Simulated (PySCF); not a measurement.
# Radial density of Te⁴⁸⁺ (tellurium, charge +48)

UHF, [He] 2s2, closed-shell 1S. Computed with PySCF 2.14 in an uncontracted even-tempered set (17 s from 25 bohr⁻², ratio 2.2; 8 p from 37 bohr⁻², ratio 2.4; 5 d from 110 bohr⁻², ratio 2.4; 5 f from 170 bohr⁻², ratio 2.4; 4 g from 250 bohr⁻², ratio 2.4), with the non-relativistic Hamiltonian (point nucleus).

```csv
r (bohr),4πr²ρ (e/bohr)
0.000467,0.2576
0.000786,0.7050
0.00132,1.886
0.00222,4.859
0.00374,11.74
0.00629,25.43
0.0106,45.83
0.0178,60.26
0.0299,46.09
0.0503,17.55
0.0847,18.01
0.142,13.16
0.240,1.063
0.403,0.003480
```

A non-relativistic calculation at this Z misses sizeable relativistic shifts.
